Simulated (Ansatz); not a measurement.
Correlation energies of `C[OH+][In-]([Cl])([Cl])[Cl]` by basis set

Cartesian coordinates in Å:
```
C -0.4708 -0.2737 -1.4400
O 0.5894 -0.1523 -0.4817
In 0.2416 0.1636 1.7342
Cl -1.8427 1.1756 1.5847
Cl 2.1152 1.5420 1.8124
Cl 0.3401 -1.9867 2.5671
H -0.0520 -0.5349 -2.4122
H -1.0490 0.6491 -1.5005
H -1.1129 -1.0808 -1.0946
H 1.2410 0.4981 -0.7695
```

Charge 0, multiplicity 1. Correlated methods include outer-core shells of In, which these sets cover unevenly. In takes the def2 core potential. The structure was optimised at the PBE0-D4/def2-TZVP level. It is one conformer, not always the lowest. Frozen core, restricted reference, Ansatz 0.2.0.

```json
{"basis": "def2-SVP", "HF (Eh)": "-1682.43152", "MP2 corr.": "-0.81067"}
{"basis": "def2-TZVPP", "HF (Eh)": "-1683.04692", "MP2 corr.": "-1.26284"}
{"basis": "def2-QZVPP", "HF (Eh)": "-1683.09213", "MP2 corr.": "-1.54436"}
```

Estimate the CCSD correlation energy and the (T) correction in each basis where they were run (hartree).


```tsv
basis	CCSD corr.	(T)
def2-SVP	-0.87100	-0.01941
```
